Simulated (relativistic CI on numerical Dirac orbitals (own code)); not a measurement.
# Sr²⁷⁺: computed level list

Method of calculation: Dirac-Coulomb-Breit CI, separate exchange-only KLI orbitals for each configuration, model QED (radiative potential, 1s self-energy scaled to tabulated hydrogen-like ionisation energies), unscaled Slater integrals (own radial code, finite nucleus).

Configuration list (outside the closed core [Ne]): 3s, 3p, 3d, 4s, 4p, 4d, 4f, 5s, 5p, 5d, 5f, 5g, 6s, 6p, 6d, 7s, 7p. Levels of other configurations are missing.

The lowest level is 3s ²S1/2, with 100 % of that term; Hund's rules for 3s give ²S with J = 1/2, in agreement.

```
No.  Configuration  Term    J   E (eV)    %  Next component (%)  jj configuration (%)
  1             3s    ²S  1/2     0.00  100                                  3s (100)
  2             3p   ²P°  1/2    61.02  100                               3p1/2 (100)
  3             3p   ²P°  3/2    77.71  100                               3p3/2 (100)
  4             3d    ²D  3/2   158.53  100                               3d3/2 (100)
  5             3d    ²D  5/2   161.78  100                               3d5/2 (100)
  6             4s    ²S  1/2   639.09  100                                  4s (100)
  7             4p   ²P°  1/2   664.01  100                               4p1/2 (100)
  8             4p   ²P°  3/2   670.70  100                               4p3/2 (100)
  9             4d    ²D  3/2   700.94  100                               4d3/2 (100)
 10             4d    ²D  5/2   702.38  100                               4d5/2 (100)
 11             4f   ²F°  5/2   717.44  100                               4f5/2 (100)
 12             4f   ²F°  7/2   718.02  100                               4f7/2 (100)
 13             5s    ²S  1/2   919.41  100                                  5s (100)
 14             5p   ²P°  1/2   931.88  100                               5p1/2 (100)
 15             5p   ²P°  3/2   935.21  100                               5p3/2 (100)
 16             5d    ²D  3/2   949.93  100                               5d3/2 (100)
 17             5d    ²D  5/2   950.68  100                               5d5/2 (100)
 18             5f   ²F°  5/2   958.16  100                               5f5/2 (100)
 19             5f   ²F°  7/2   958.46  100                               5f7/2 (100)
 20             5g    ²G  7/2   959.33  100                               5g7/2 (100)
 21             5g    ²G  9/2   959.50  100                               5g9/2 (100)
 22             6s    ²S  1/2  1067.08  100                                  6s (100)
 23             6p   ²P°  1/2  1074.18  100                               6p1/2 (100)
 24             6p   ²P°  3/2  1076.08  100                               6p3/2 (100)
 25             6d    ²D  3/2  1084.36  100                               6d3/2 (100)
 26             6d    ²D  5/2  1084.80  100                               6d5/2 (100)
 27             7s    ²S  1/2  1154.34  100                                  7s (100)
 28             7p   ²P°  1/2  1158.76  100                               7p1/2 (100)
 29             7p   ²P°  3/2  1159.94  100                               7p3/2 (100)
```

Energies count from the lowest computed level; ° marks odd parity. Filled j subshells are mostly left out of the jj labels.

The mean weight of the leading LS term, summed over parents, in these 29 levels is 100 %, and that of the leading jj configuration (from the same eigenvectors) 100 %.

At this charge energies of transitions that change n are usually good to better than 1 %, and those within a shell (Δn = 0) to a few per cent.
